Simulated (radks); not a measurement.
Fractional charge and spin in the 6s shell of osmium: the spin-up occupation runs from 0 to 1 and the spin-down occupation from 0 to 1; the fullest corner is Os, [Xe] 4f14 5d(up 3, down 3) 6s(up 1, down 1). Method: scalar-relativistic Kohn-Sham, PBEsol, spin-polarised, spherical densities, finite nucleus; Fermi nuclear charge, rms radius of each element as measured or else 0.836 A^(1/3) + 0.57 fm; computed with a radial shooting solver on a logarithmic mesh with Libxc functionals. Energy (eV) above the fullest corner. The planes named below are the two flat planes that join the four corners, with an edge along up + down = one added electron.

down \ up       0    0.25     0.5    0.75      1
0          26.554  21.588  17.075  13.012  9.396
0.25       21.588  17.138  13.131   9.564  6.435
0.5        17.075  13.131   9.620   6.540  3.885
0.75       13.012   9.564   6.540   3.935  1.743
1           9.396   6.435   3.885   1.743  0.000

Corners above the fullest one (they belong to Os+ and the next ion): (up 1, down 0) 9.396 eV, (up 0, down 1) 9.396 eV, (up 0, down 0) 26.554 eV. With half an added electron in each spin the energy lies 0.224 eV from the planes, and with half an added electron in spin up alone -0.901 eV. The planes are only a guide here: the flat-plane condition holds for ground states with one frontier orbital, while other shells are open and held unpolarised.
